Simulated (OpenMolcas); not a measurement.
## Ni4+: moving or changing the point charges

Ni4+ among 4 point charges of -2 e arranged as a tetrahedron (Td), 2.08 Å from the ion.
```
   1.2009    1.2009    1.2009  -2.00
   1.2009   -1.2009   -1.2009  -2.00
  -1.2009    1.2009   -1.2009  -2.00
  -1.2009   -1.2009    1.2009  -2.00
```

- Program: OpenMolcas
- Method: SS-CASPT2, IPEA 0.25 Eh, imaginary shift 0.1 Eh (closed shells correlated: 3s 3p)
- Basis: ANO-RCC-VTZP [6s5p3d2f1g]
- Scalar Hamiltonian: DKH2, point nucleus
- Active space: 6 electrons in 5 orbitals (3d)
- State averaging: 2S+1 = 5 even, 5 roots; 2S+1 = 3 even, 45 roots; 2S+1 = 1 even, 50 roots
- Spin-orbit coupling: state interaction with AMFI integrals over the reference wave functions

Runs around this geometry, states (labels of Td). Energies in cm-1 above the lowest state or level, χT in cm3 K/mol.

| R (Å) | q (e) | Ground state | First state of that spin | First gap with spin-orbit (degeneracies) | χT at 300 K | First state of another spin |
| --- | --- | --- | --- | --- | --- | --- |
| 2.08 | -1.3 | 5E | 5T2 410 | 33 (1, 3) | 5.538 | 3T1 27070 |
| 1.99 | -2 | 5E | 5T2 710 | 47 (1, 3) | 5.325 | 3T1 27340 |
| 2.08 | -2 | 5E | 5T2 590 | 42 (1, 3) | 5.416 | 3T1 27240 |
| 2.31 | -2 | 5E | 5T2 370 | 30 (1, 3) | 5.559 | 3T1 27040 |

Taking the first state of the same spin as R^-n, n = -ln(370 / 710) / ln(2.31 / 1.99) = 4.4 between the shortest and longest distance.

Scaling the charges by -1.3 / -2 = 0.65 scales the first state of the same spin by 410 / 590 = 0.69; with fixed orbitals a first-order splitting would follow the charge.

Roots that are degenerate in the reference are averaged as groups; the widest CASPT2 spread within a group is 320 cm-1 (the 3-fold group of multiplicity 3 near 69700 cm-1 above the lowest state of its run, R = 2.08, q = -1.3). Shifts and gaps below about the spread of the groups concerned are not significant. An orbital doublet at a regular site is open to a Jahn-Teller distortion, which this geometry leaves out. The ground term spreads over less than 5000 cm-1, several times less than with real ligands, so orbital moments are less quenched and χT lies further from the spin-only value than at real sites. Free-ion shares, where given, are those of the reference states; single-state CASPT2 does not remix them. Spin-orbit coupling mixes the spin-free states strongly: the lowest level takes only 69 % from its leading state, 5E (figures for R = 2.08, q = -1.3; the like holds for R = 2.31, q = -2). Point charges carry no covalency, so the field is a model and not that of real ligands. No measured value stands beside these numbers.
